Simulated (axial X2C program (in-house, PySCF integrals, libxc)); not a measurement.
## Worked dissociation energy of KS: MP2, with spin–orbit coupling

Computed with an axial X2C code built on PySCF integrals. Two-component (2c) means X2C with spin–orbit coupling and atomic mean-field two-electron Coulomb and Gaunt terms. Basis: K dyall-cv3z [11s12p6d3f], S dyall-av3z [9s8p3d2f] (cores contracted in-house); Gaussian nuclei, density fitting, unrestricted open shells. Masses: K 38.964 u, S 31.972 u.

Molecular state: Ω = 3/2 (⟨Sz⟩ = 0.50, ⟨Lz⟩ = 1.00 at HF).

Correlated methods: 15 electrons correlated (number of frozen shells: K 2 s, 1 p; S 2 s, 1 p), 237 virtual spin orbitals or spinors in MP2.

```
E(K) (2M_J = 1) : -601.586672 hartree
E(S) (2M_J = 4) : -398.658728 hartree
E(KS) at Re     : -1000.339439 hartree
ωe              : 254.7 cm⁻¹
ωexe            : 1.02 cm⁻¹
```

(1) Work out De and D0.

Occupations by symmetry block were frozen at the best pattern of an incomplete PBE0 search. Dissociation energies refer to the lowest single-determinant-based atoms at the same level and basis. PBE0 can misorder states that lie within some tenths of an eV, so this need not be the ground state of the molecule. The nearest other 2c determinant of the search, Ω = 1/2, lies 0.04 eV up at the distance of the search.

Each atomic determinant is the lowest at this level and need not be a pure J level. Totals compare only within one Hamiltonian and basis.

Results:

(1) De = -601.586672 + (-398.658728) − (-1000.339439) = 0.09404 hartree = 2.559 eV. The zero-point energy is ωe/2 − ωexe/4 = 127 cm⁻¹ = 0.016 eV, so D0 = 2.543 eV.
